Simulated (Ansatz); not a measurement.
C4H3F7 can be A, `FC(F)C(F)(F)CC(F)(F)F`, or B, `FC(F)[C@H](F)[C@@H](F)C(F)(F)F`.

Gas-phase electronic energies from Ansatz, PBE0-D4/def2-TZVP geometries. CCSD(T)/CBS adds triple-zeta CCSD(T) − MP2 to the extrapolated MP2 energy (def2 sets, frozen cores). Functionals use def2-TZVPP. B3LYP here is the variant with VWN-RPA as its local correlation; programs differ in this. One conformer a species, not always the lowest.

A:

```xyz
14

F     0.061   -0.697    2.130
C     1.001   -0.668    1.162
F     2.207   -0.570    1.742
C     0.768    0.568    0.280
F     1.677    0.520   -0.720
F     1.036    1.668    1.019
C    -0.634    0.733   -0.272
C    -1.138   -0.351   -1.195
F    -1.177   -1.549   -0.591
F    -2.383   -0.064   -1.585
F    -0.392   -0.484   -2.291
H     0.954   -1.593    0.583
H    -0.652    1.675   -0.824
H    -1.329    0.810    0.564
```

B:

Z-matrix (Å, degrees):
```
C
F 1 1.356
C 1 1.521 2 108.7
F 1 1.347 2 108.0 3 -118.2
H 1 1.093 2 109.2 3 123.5
F 3 1.368 1 107.5 2 178.6
C 3 1.514 1 111.2 2 56.9
H 3 1.095 1 108.4 2 -63.5
F 7 1.369 3 110.4 1 59.0
C 7 1.527 3 113.8 1 -179.2
H 7 1.095 3 108.6 1 -60.4
F 10 1.333 7 109.9 3 173.6
F 10 1.325 7 113.0 3 -65.6
F 10 1.339 7 109.3 3 55.3
```

Task: Which isomer does CCSD(T)/CBS put lower? Give the gap. (An estimate is asked.)

Result: The calculation gave: A, by 10.9 kcal/mol.

Task: Give E(B) − E(A) in kcal/mol with CCSD/def2-TZVPP, B3LYP, ωB97M-V, HF/def2-TZVPP, PBE0-D4, B3LYP-D4, r2SCAN-D4. (Estimate.)

Result: Ansatz gave: CCSD/def2-TZVPP 10.7, B3LYP 10.1, ωB97M-V 11.4, HF/def2-TZVPP 10.1, PBE0-D4 11.2, B3LYP-D4 10.5, r2SCAN-D4 12.0. None reverses the order clearly.

Task: Does the order hold for the free energy at 298.15 K (harmonic terms from PBE0-D4)? (Estimate.)

Result: Ansatz gave: Yes: G(B) − G(A) = +11.0 kcal/mol, for one conformer each. Modes under 60 cm⁻¹, often nearly free rotors, make the harmonic entropy too high.

Largest T1 diagnostic: 0.012.

In def2-TZVPP, CCSD(T) changes the Hartree–Fock value by +0.9 kcal/mol (the triples alone add +0.2 kcal/mol) and MP2 by +1.4 kcal/mol. Leaving LDA and LC-ωPBE aside and taking each functional with its dispersion term where it has one, the values, not all of them listed here, spread over 1.8 kcal/mol, from BLYP-D4 to r2SCAN-D4. LDA lies +1.9 kcal/mol from PBE without D4.
